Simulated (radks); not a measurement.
Species: In XXXI. Configuration: [Ar] 3d1.

Calculated with a radial shooting solver on a logarithmic mesh with Libxc functionals: Dirac Kohn-Sham, exchange-only PBE, spin-unpolarised, spherical densities, finite nucleus; open shells fill j = l - 1/2 first; Fermi nuclear charge, rms radius 4.6156 fm.

Energy parts (hartree):
| part | energy |
|---|---|
| total | -5247.96776 |
| kinetic | 5547.36304 |
| electron-nucleus | -11647.04596 |
| Hartree | 961.56931 |
| exchange | -109.85414 |

Orbitals (lengths in bohr, moments of r in powers of bohr; <r^-3> diverges for s and p1/2; r(max) is where P^2 peaks):
orbital  occ.  eigenvalue (hartree)   r(max)  <r^-3>  small-component weight
1s1/2       2             -1073.046  0.01922       -                3.23e-02
2s1/2       2             -205.3407   0.1084       -                6.93e-03
2p1/2       2             -195.4758  0.08359       -                6.92e-03
2p3/2       4             -187.6206  0.08796    4076                6.63e-03
3s1/2       2             -73.47358   0.2993       -                2.41e-03
3p1/2       2             -69.79747   0.2835       -                2.36e-03
3p3/2       4             -68.00987   0.2919   947.3                2.29e-03
3d3/2       1             -62.30724   0.2317   157.0                2.17e-03
3d5/2       0             -61.89969   0.2340   147.3                2.15e-03
4s1/2       0             -36.95831   0.6179       -                1.13e-03
4p1/2       0             -35.42685   0.6128       -                1.10e-03
4p3/2       0             -34.79528   0.6253   337.6                1.08e-03

The highest occupied level is 3d3/2 at -1695.5 eV. For comparison, the ionisation energy in NIST's Atomic Spectra Database is 1738 eV (theoretical). In exact Kohn-Sham theory the highest level is minus the ionisation energy, but local and semilocal functionals leave it too shallow, through self-interaction and a potential that decays too fast; potentials with the right tail come closer. Summed over all electrons, <r^2> = 1.124 bohr^2, which gives a Langevin (diamagnetic) susceptibility term of -0.89 x 10^-6 cm^3/mol. The electron density at the nucleus is 1.751e+05 e/bohr^3.

Beside tabulated values, note that spin-unpolarised runs miss the spin-polarisation part of the exchange energy of open shells.
